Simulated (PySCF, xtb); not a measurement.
Sn(Cl)(OH)3 (ClH3O3Sn), SMILES [OH][Sn]([OH])([OH])[Cl]. Other conformers were not sampled.

Harmonic wavenumbers (cm⁻¹) from GFN2-xTB in xtb at its own minimum, in rising order: 94, 97, 138, 139, 148, 161, 166, 234, 333, 441, 511, 511, 815, 841, 842, 3611, 3613, 3619.

**Question.** What does PySCF with PBE-D3(BJ)/def2-SVP give at its own minimum? (An estimate is asked for; the answer gives what the named calculation found.)

**Answer.** 46, 47, 152, 152, 155, 176, 176, 192, 357, 586, 619, 619, 876, 876, 877, 3694, 3694, 3696. Paired by order, the mean absolute difference is 53 cm⁻¹ and the zero-point energies are 23.3 and 24.3 kcal/mol.
